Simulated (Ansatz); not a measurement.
One geometry of the cluster Te2Mo, several levels of theory.

```yaml
crystal:
  periodic: [false, false, false]
  atoms:
    - {symbol: Mo, position_ang: [0.125974, 0.831756, 0.453700]}
    - {symbol: Te, position_ang: [-1.685762, -0.744318, 0.825900]}
    - {symbol: Te, position_ang: [1.559788, -0.087428, -1.279601]}
basis:
  gaussian: {orbitals: def2-TZVP, initial_orbitals: start.molden}
hamiltonian: {xc: r2scan, dispersion: d4}
scf: {omitted_lower_state_checks: [starts]}
output: {orbitals: {seedname: orbitals}}
```

The file start.molden holds the orbitals of an earlier run on this structure, at another level or in another basis.

```sh
$ ansatz run in.yaml --threads 4 --pin off --events-out ev --progress --plain --max-ram 3916MiB
```

It prints (some lines left out):

```
Functional definition: r2SCAN
1080 factors; their error is unknown
mean field evaluation 1: about -16449.5370 eV, gradient 6.0e0 eV
mean field evaluation 2: about -16449.5985 eV, gradient 1.2e-1 eV
mean field evaluation 4: about -16449.3431 eV, gradient 2.5e-2 eV
mean field evaluation 8: about -16449.3431 eV, gradient 1.6e-5 eV
mean field -16449.34309153 eV, -604.5022088486 hartree, gradient 1.6e-5 eV, S^2 0.000000; 0 other end points of the search recorded, 0 dependent functions left out
reference -16449.34310276 eV, -604.5022092611 hartree; 31, 31 occupied and 109, 109 virtual orbitals, 1080 factors
Total energy: -16449.37031636 eV, -604.5032093424 hartree
Checks for a lower state left out: starts
```

It took 3.2 s on 4 threads of Arm Neoverse V2 on a shared host.

As the first input, with `hamiltonian: {xc: pbe, dispersion: d4}` (abridged; 1.4 s):

```
Functional definition: PBE
mean field -16443.47427980 eV, -604.2865339954 hartree, gradient 1.3e-5 eV, S^2 0.000000
Total energy: -16443.62972626 eV, -604.2922465474 hartree
Checks for a lower state left out: starts
```

As the first input, with `hamiltonian: {xc: {name: r2SCANh}, dispersion: d4}` (abridged; 3.3 s):

```
Functional definition: r2SCANh
mean field -16447.97627782 eV, -604.4519793713 hartree, gradient 3.1e-5 eV, S^2 0.000000
Total energy: -16448.00881997 eV, -604.4531752729 hartree
Checks for a lower state left out: starts
```

First input, but with `hamiltonian: {xc: {name: B3LYP}, dispersion: d4}`, `output: {forces: true, orbitals: {seedname: orbitals}}` (abridged; 3 s):

```
Functional definition: B3LYP
mean field -16448.03817958 eV, -604.4542542190 hartree, gradient 1.9e-5 eV, S^2 0.000000
Total energy: -16448.30044338 eV, -604.4638922356 hartree
Atom 0 force    -0.000708    -0.006636    -0.003852 eV/Å
Atom 1 force     0.005515     0.004248    -0.001498 eV/Å
Atom 2 force    -0.004807     0.002387     0.005350 eV/Å
Dipole moment:     0.086500     0.571214     0.311594 e Å
Checks for a lower state left out: starts
```

First input, but with `hamiltonian: {xc: {name: B97M-V}}` (abridged; 6 s):

```
Functional definition: B97M-V
mean field -16441.90575639 eV, -604.2288918233 hartree, gradient 2.2e-5 eV, S^2 0.000000
Total energy: -16441.90580918 eV, -604.2288937635 hartree
Checks for a lower state left out: starts
```

The first input with `hamiltonian: {xc: pbe0, dispersion: d4}` (abridged; 4 s):

```
Functional definition: PBE0
mean field evaluation 16: about -16442.7060 eV, gradient 3.5e-5 eV
mean field -16442.70603605 eV, -604.2583015585 hartree, gradient 9.8e-6 eV, S^2 0.000000
Total energy: -16442.84033658 eV, -604.2632370117 hartree
Checks for a lower state left out: starts
```

First input, but with `gaussian: {orbitals: def2-SVP, initial_orbitals: start.molden}`, `hamiltonian: {xc: pbe0, dispersion: d4}` (abridged; 1.4 s):

```
Functional definition: PBE0
mean field -16441.55962954 eV, -604.2161718964 hartree, gradient 2.9e-5 eV, S^2 0.000000
Total energy: -16441.69393035 eV, -604.2211073600 hartree
Checks for a lower state left out: starts
```

Geometry: B3LYP-D4/def2-TZVP.

In the def2 sets Mo, Te take a core potential; there is no spin–orbit coupling. B3LYP takes the VWN-RPA correlation. At r2SCAN-D4/def2-TZVP, PBE-D4/def2-TZVP, PBE0-D4/def2-TZVP the restricted singlet is unstable: a solution with broken spin symmetry lies lower. The restricted singlet is unstable towards broken spin symmetry at other levels; at r2SCANh-D4/def2-TZVP, B3LYP-D4/def2-TZVP, B97M-V/def2-TZVP, PBE0-D4/def2-SVP this wasn't settled. At PBE0-D4/def2-TZVP a triplet of charge 0 lies 0.98 eV below the restricted singlet, each at its own geometry. The structure comes from a short search, and lower isomers may exist.
